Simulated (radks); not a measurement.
P3-, configuration [Ar].

All-electron calculation, scalar-relativistic Kohn-Sham, LDA (Slater exchange, Perdew-Wang correlation), spin-polarised, spherical densities, finite nucleus; Fermi nuclear charge, rms radius 3.1889 fm; Watson sphere of charge +3 and radius 3.3 bohr. Program: a radial shooting solver on a logarithmic mesh with Libxc functionals.

Energy parts (eV; the electron-nucleus part includes the sphere):
| part | energy |
|---|---|
| total | -9691.885 |
| kinetic | 9312.621 |
| electron-nucleus | -23011.145 |
| Hartree | 4623.768 |
| exchange-correlation | -617.129 |

Orbitals (lengths in bohr, moments of r in powers of bohr; r(90%) holds 90 % of the orbital's charge):
orbital,occ.,eigenvalue (eV),r(90%),<r^2>,<1/r>
1s,2,-2071.979,0.186,0.01453,14.60
2s,2,-169.3969,0.822,0.3256,2.809
2p,6,-120.7323,0.816,0.2980,2.705
3s,2,-12.8062,3.23,5.055,0.6654
3p,6,-5.5710,4.39,9.159,0.4867

The highest occupied level is 3p at -5.571 eV. The density falls to 0.001 e/bohr^3 at r = 5.10 bohr. Summed over all electrons, <r^2> = 67.53 bohr^2, which gives a Langevin (diamagnetic) susceptibility term of -53.5 x 10^-6 cm^3/mol.
